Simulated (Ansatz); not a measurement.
`CC1[SiH2]B1O` + `C[SiH2][SiH](F)Cl` → `CC1[SiH2]B1Cl` + `C[SiH2][SiH](O)F`  (redistribution)

Isolated molecules relaxed with PBE0-D4/def2-TZVP in Ansatz; ΔE leaves out vibrations. CCSD(T)/CBS adds triple-zeta CCSD(T) − MP2 to the extrapolated MP2 energy (def2 sets, frozen cores). One conformer a species, not always the lowest.

```json
{"species": "`CC1[SiH2]B1O`", "HF/def2-TZVPP energy (Eh)": "-468.35530"}
{"species": "`C[SiH2][SiH](F)Cl`", "HF/def2-TZVPP energy (Eh)": "-1178.39203"}
{"species": "`CC1[SiH2]B1Cl`", "HF/def2-TZVPP energy (Eh)": "-852.37374"}
{"species": "`C[SiH2][SiH](O)F`", "HF/def2-TZVPP energy (Eh)": "-794.35896"}
```

Q: Work out ΔE.

A: ΔE = (-852.37374) + (-794.35896) − (-468.35530) − (-1178.39203) = 0.01463 Eh = +9.2 kcal/mol. CCSD(T)/CBS gives +7.1 kcal/mol.

Largest T1 diagnostic among the species: 0.013.

In def2-TZVPP, CCSD(T) changes the Hartree–Fock value by −2.3 kcal/mol (the triples alone add −0.5 kcal/mol) and MP2 by −3.1 kcal/mol.
